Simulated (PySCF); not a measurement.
A calculated (UHF, PySCF 2.14, pcseg-2, no relativity, point nucleus) atom or ion has these occupied shells.

```csv
shell,electrons,orbital energy (eV),"rms radius, mean of both spins (bohr)"
1s α,1,-2186.0,0.120
1s β,1,-2185.6,0.120
2s α,1,-215.25,0.563
2s β,1,-214.74,0.563
2p α,3,-158.00,0.540
2p β,3,-157.11,0.540
3s α,1,-30.931,2.00
3s β,1,-25.416,2.00
3p α,2,-19.707,2.30
```

Task: Name the element and its charge.

Result: P⁺ (phosphorus, charge +1), in [Ne] 3s2 3p2, high-spin 3P determinant.
